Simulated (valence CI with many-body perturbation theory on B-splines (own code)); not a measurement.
## Dy³⁵⁺: electric-dipole lines

Method: relativistic CI+MBPT: three valence electrons over a frozen Dirac-Fock core [Ar] 3d10, radial functions for each j: 11 s, 11 p, 9 d, 7 f, 5 g, 2 h, 1 i, with the one-electron correlation potential Σ1, the two-electron term Σ2, the three-electron term Σ3, Breit, model QED; selected CI, second order for the rest (own B-spline code, finite nucleus).

The last digits are not significant, and no measured levels were compared; by estimate large intervals hold to a few tenths of a per cent, small ones and those within an open d or f shell to about a per cent.

Lines 51 to 100 of 276 in falling wavelength, among levels below 426.51 eV, chosen from the strongest by gf and those to the six lowest levels. Wavelengths and rates use the calculated energies. Electric multipoles are in the length gauge, E1 and E2 with the static RPA response of the core. Weak lines are less certain than strong ones. Lines between different terms over intervals too small for the method are left out, as are lines whose strength nearly cancels. Where a level lies close to another of its J and parity, the split of strength between their lines is uncertain. The highest levels of a list are the least certain.

Levels are named by their leading jj configuration (3d3/2^4 stands for four electrons in 3d with j = 3/2), which in mixed levels can hold well under half, so a name can repeat and another be missing. Letters in brackets count levels of one name in rising energy.

| λ vac (nm) | Upper | Lower | A (s⁻¹) | S (a.u.) |
| --- | --- | --- | --- | --- |
| 13.85 | (4p1/2 4p3/2 4d5/2) J=9/2 | (4s 4p3/2 4d3/2) J=7/2 | 4.31e+09 | 5.65e-02 |
| 13.79 | (4p1/2^2 4d5/2) J=5/2 | (4s 4p1/2 4d3/2) J=3/2 [b] | 1.09e+10 | 8.42e-02 |
| 13.61 | (4s 4p1/2 4d5/2) J=5/2 [b] | (4s 4p3/2^2) J=5/2 | 1.19e+10 | 8.84e-02 |
| 13.60 | (4p1/2 4p3/2 4d3/2) J=3/2 [b] | (4s 4p3/2 4d3/2) J=5/2 [a] | 1.38e+10 | 6.85e-02 |
| 13.47 | (4p1/2^2 4d3/2) J=3/2 | (4s 4p1/2 4d3/2) J=3/2 [a] | 1.26e+10 | 6.10e-02 |
| 13.17 | (4p1/2 4p3/2 4d3/2) J=1/2 [b] | (4s 4p3/2 4d3/2) J=3/2 [a] | 2.25e+10 | 5.06e-02 |
| 13.05 | (4p1/2^2 4p3/2) J=3/2 | (4s 4p1/2 4p3/2) J=3/2 [a] | 1.29e+10 | 5.64e-02 |
| 12.95 | (4p1/2 4p3/2 4d5/2) J=5/2 [b] | (4s 4p3/2 4d3/2) J=7/2 | 8.72e+09 | 5.61e-02 |
| 11.94 | (4p1/2 4p3/2 4d3/2) J=5/2 [a] | (4s 4p1/2 4d5/2) J=5/2 [c] | 9.61e+09 | 4.84e-02 |
| 11.35 | (4s 4p1/2 4d3/2) J=3/2 [a] | (4s 4p1/2 4p3/2) J=3/2 [b] | 8.70e+09 | 2.51e-02 |
| 10.90 | (4s 4p1/2 4d3/2) J=5/2 | (4s 4p1/2 4p3/2) J=3/2 [b] | 3.68e+08 | 1.41e-03 |
| 10.40 | (4s 4p1/2 4d3/2) J=3/2 [a] | (4s 4p1/2 4p3/2) J=5/2 | 5.63e+09 | 1.25e-02 |
| 10.35 | (4s 4p1/2 4p3/2) J=3/2 [a] | (4s^2 4p1/2) J=1/2 | 8.59e+08 | 1.88e-03 |
| 10.24 | (4p1/2 4p3/2 4d3/2) J=5/2 [a] | (4s 4p1/2 4d5/2) J=5/2 [a] | 1.25e+10 | 3.97e-02 |
| 10.20 | (4s 4p3/2 4d3/2) J=5/2 [b] | (4s 4p3/2^2) J=3/2 | 2.19e+10 | 6.89e-02 |
| 10.15 | (4s 4p3/2^2) J=5/2 | (4s^2 4p3/2) J=3/2 | 8.16e+09 | 2.53e-02 |
| 10.11 | (4p1/2 4p3/2^2) J=3/2 | (4s 4p1/2 4p3/2) J=3/2 [b] | 8.62e+09 | 1.76e-02 |
| 10.08 | (4p1/2 4p3/2 4d5/2) J=5/2 [c] | (4s 4p1/2 4d5/2) J=3/2 | 1.57e+10 | 4.78e-02 |
| 10.07 | (4p1/2^2 4d3/2) J=3/2 | (4p1/2^2 4p3/2) J=3/2 | 2.88e+10 | 5.81e-02 |
| 10.02 | (4s 4p1/2 4d3/2) J=5/2 | (4s 4p1/2 4p3/2) J=5/2 | 3.68e+09 | 1.10e-02 |
| 9.997 | (4p1/2 4p3/2 4d5/2) J=7/2 [b] | (4s 4p1/2 4d5/2) J=5/2 [c] | 2.59e+10 | 1.02e-01 |
| 9.982 | (4s 4p1/2 4d5/2) J=5/2 [a] | (4s 4p1/2 4p3/2) J=3/2 [b] | 3.18e+09 | 9.37e-03 |
| 9.913 | (4s 4p3/2 4d5/2) J=7/2 [a] | (4s^2 4d5/2) J=5/2 | 4.24e+10 | 1.63e-01 |
| 9.872 | (4s 4p1/2 4d3/2) J=1/2 | (4s 4p1/2 4p3/2) J=3/2 [b] | 2.75e+09 | 2.61e-03 |
| 9.837 | (4s 4p1/2 4d3/2) J=3/2 [a] | (4s 4p1/2 4p3/2) J=3/2 [a] | 1.29e+09 | 2.43e-03 |
| 9.822 | (4s 4p3/2 4d5/2) J=7/2 [b] | (4s^2 4d5/2) J=5/2 | 2.67e+10 | 1.00e-01 |
| 9.799 | (4s 4p1/2 4d3/2) J=3/2 [b] | (4s 4p1/2 4p3/2) J=3/2 [b] | 7.72e+09 | 1.43e-02 |
| 9.784 | (4p1/2 4p3/2 4d5/2) J=7/2 [a] | (4s 4p1/2 4d5/2) J=5/2 [b] | 3.45e+10 | 1.28e-01 |
| 9.551 | (4s 4p1/2 4d5/2) J=5/2 [b] | (4s 4p1/2 4p3/2) J=3/2 [b] | 3.08e+09 | 7.96e-03 |
| 9.521 | (4p1/2 4p3/2 4d5/2) J=9/2 | (4s 4p1/2 4d5/2) J=7/2 | 4.38e+10 | 1.87e-01 |
| 9.498 | (4s 4p1/2 4d3/2) J=5/2 | (4s 4p1/2 4p3/2) J=3/2 [a] | 9.99e+08 | 2.53e-03 |
| 9.487 | (4s^2 4d3/2) J=3/2 | (4s^2 4p3/2) J=3/2 | 1.55e+10 | 2.61e-02 |
| 9.429 | (4p1/2 4p3/2 4d3/2) J=5/2 [a] | (4s 4p1/2 4d3/2) J=5/2 | 3.57e+10 | 8.86e-02 |
| 9.400 | (4p1/2 4p3/2 4d5/2) J=1/2 | (4s 4p1/2 4d5/2) J=3/2 | 9.39e+10 | 7.70e-02 |
| 9.370 | (4p1/2 4p3/2 4d5/2) J=7/2 [a] | (4s 4p1/2 4d5/2) J=5/2 [a] | 1.18e+10 | 3.85e-02 |
| 9.365 | (4s 4p3/2 4d3/2) J=7/2 | (4s 4p3/2^2) J=5/2 | 1.26e+10 | 4.07e-02 |
| 9.350 | (4p1/2 4p3/2 4d3/2) J=5/2 [b] | (4s 4p1/2 4d3/2) J=3/2 [b] | 2.82e+10 | 6.84e-02 |
| 9.350 | (4p1/2 4p3/2^2) J=3/2 | (4s 4p1/2 4p3/2) J=5/2 | 2.09e+10 | 3.37e-02 |
| 9.326 | (4s 4p3/2 4d3/2) J=3/2 [b] | (4s^2 4d3/2) J=3/2 | 1.70e+11 | 2.72e-01 |
| 9.294 | (4p1/2 4p3/2^2) J=1/2 | (4s 4p1/2 4p3/2) J=1/2 | 5.08e+10 | 4.02e-02 |
| 9.281 | (4p1/2 4p3/2 4d5/2) J=5/2 [a] | (4s 4p1/2 4d5/2) J=7/2 | 3.60e+10 | 8.53e-02 |
| 9.262 | (4p1/2 4p3/2 4d3/2) J=7/2 | (4s 4p1/2 4d3/2) J=5/2 | 4.41e+10 | 1.38e-01 |
| 9.240 | (4s 4p1/2 4d5/2) J=5/2 [a] | (4s 4p1/2 4p3/2) J=5/2 | 4.24e+10 | 9.91e-02 |
| 9.233 | (4p1/2 4p3/2 4d3/2) J=3/2 [a] | (4s 4p1/2 4d3/2) J=5/2 | 6.08e+10 | 9.45e-02 |
| 9.188 | (4s 4p3/2 4d3/2) J=5/2 [b] | (4s^2 4d3/2) J=3/2 | 4.66e+10 | 1.07e-01 |
| 9.188 | (4p1/2 4p3/2 4d5/2) J=3/2 [b] | (4s 4p1/2 4d5/2) J=5/2 [c] | 1.41e+11 | 2.16e-01 |
| 9.184 | (4p1/2 4p3/2 4d3/2) J=3/2 [b] | (4s 4p1/2 4d3/2) J=1/2 | 2.95e+10 | 4.51e-02 |
| 9.179 | (4p1/2 4p3/2 4d5/2) J=7/2 [b] | (4s 4p1/2 4d5/2) J=7/2 | 3.27e+10 | 9.99e-02 |
| 9.117 | (4p1/2 4p3/2 4d3/2) J=5/2 [a] | (4s 4p1/2 4d3/2) J=3/2 [a] | 3.51e+10 | 7.88e-02 |
| 9.096 | (4p1/2 4p3/2^2) J=1/2 | (4s 4p1/2 4p3/2) J=3/2 [b] | 2.14e+11 | 1.59e-01 |
